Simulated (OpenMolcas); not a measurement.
Lines of Te II: computed and rescaled rates

```
Program             : OpenMolcas 26.06
Method              : SS-CASPT2, IPEA 0.25 Eh, imaginary shift 0.1 Eh (closed shells correlated: 4d 5s)
Basis               : ANO-RCC-VQZP [8s7p5d3f2g]
Scalar Hamiltonian  : DKH2, point nucleus
Active space        : 3 electrons in 3 orbitals (5p)
State averaging     : 2S+1 = 4 odd, 1 root; 2S+1 = 2 odd, 8 roots
Spin-orbit coupling : state interaction with AMFI integrals over the reference wave functions, term energies averaged over their components
```

Rates come from the transition moments of the reference wave functions (E1 and E2 in the length form). At fixed line strength A goes as λ^-3 for E1 and M1 and as λ^-5 for E2, so a rate at the computed wavelength can be rescaled to the measured one. Measured vacuum wavelengths follow from level energies in NIST Handbook of Basic Atomic Spectroscopic Data. Branching counts decays inside the model space alone, at computed energies, and the table is only a selection of the E2 and M1 lines, drawn from those between levels with measured partners whose computed energy lies within a factor of 1.5 of the measured one.

```
          Upper            Lower  Type  λ computed (nm)  λ measured (nm)  A computed (s-1)  A rescaled (s-1)  Branching %
5s² 5p³ ²P°_3/2  5s² 5p³ ⁴S°_3/2    M1              414            416.1          1.22e+01                           45.6
5s² 5p³ ²P°_3/2  5s² 5p³ ²D°_3/2    M1            754.3            724.1          9.67e+00                           36.3
5s² 5p³ ²P°_1/2  5s² 5p³ ⁴S°_3/2    M1            466.7            486.7          7.82e+00                           70.0
5s² 5p³ ²P°_3/2  5s² 5p³ ²D°_5/2    M1            873.9            861.3          3.46e+00                           13.0
5s² 5p³ ²P°_1/2  5s² 5p³ ²D°_3/2    M1            949.5            968.6          2.65e+00                           23.7
5s² 5p³ ²D°_3/2  5s² 5p³ ⁴S°_3/2    M1            917.8            978.2          2.43e+00                           99.4
5s² 5p³ ²P°_3/2  5s² 5p³ ²D°_5/2    E2            873.9            861.3          7.89e-01          8.48e-01          3.0
5s² 5p³ ²P°_1/2  5s² 5p³ ²D°_3/2    E2            949.5            968.6          4.58e-01          4.15e-01          4.1
5s² 5p³ ²P°_3/2  5s² 5p³ ²D°_3/2    E2            754.3            724.1          4.26e-01          5.23e-01          1.6
5s² 5p³ ²P°_3/2  5s² 5p³ ²P°_1/2    M1             3668             2869          1.52e-01          3.18e-01          0.6
5s² 5p³ ²P°_1/2  5s² 5p³ ²D°_5/2    E2             1147             1231          1.39e-01          9.76e-02          1.2
5s² 5p³ ²D°_5/2  5s² 5p³ ⁴S°_3/2    M1            786.7              805          1.36e-01                           57.0
5s² 5p³ ²P°_1/2  5s² 5p³ ⁴S°_3/2    E2            466.7            486.7          1.14e-01                            1.0
5s² 5p³ ²D°_5/2  5s² 5p³ ²D°_3/2    M1             5509             4547          5.52e-02          9.82e-02         23.2
5s² 5p³ ²D°_5/2  5s² 5p³ ⁴S°_3/2    E2            786.7              805          4.71e-02                           19.8
5s² 5p³ ²D°_3/2  5s² 5p³ ⁴S°_3/2    E2            917.8            978.2          1.56e-02                            0.6
```

Spin-changing lines and M1 lines between different terms are not rescaled, since their strength hangs on the term gaps too.

The largest correction is for 5s² 5p³ ²P°_3/2 → 5s² 5p³ ²P°_1/2 (M1): 1.52e-01 × (3668 / 2869)^3 = 3.18e-01 s-1, a factor of 2.09.

No measured rate stands beside these. Rescaling mends the energy factor alone: line strengths can still be far off where a level mixes with configurations outside the active space, and weak or spin-changing lines hang on small mixing coefficients that depend on the term gaps too, so rescaling need not improve them.

CASPT2 breaks the degeneracy within a term, and the mean is taken; among the terms shown or strongly mixed into the levels shown the widest spread is 100 cm-1 (5s² 5p³ ²D°). With the s shell closed, the reference lacks s² → p² mixing. Computed and measured levels are paired by configuration, term and J; levels that our copy of the source lacks, or whose pairing is in doubt (as where it misses far off the trend of its configuration), stay unpaired. Levels of configurations outside the active space are missing.

° marks odd parity.
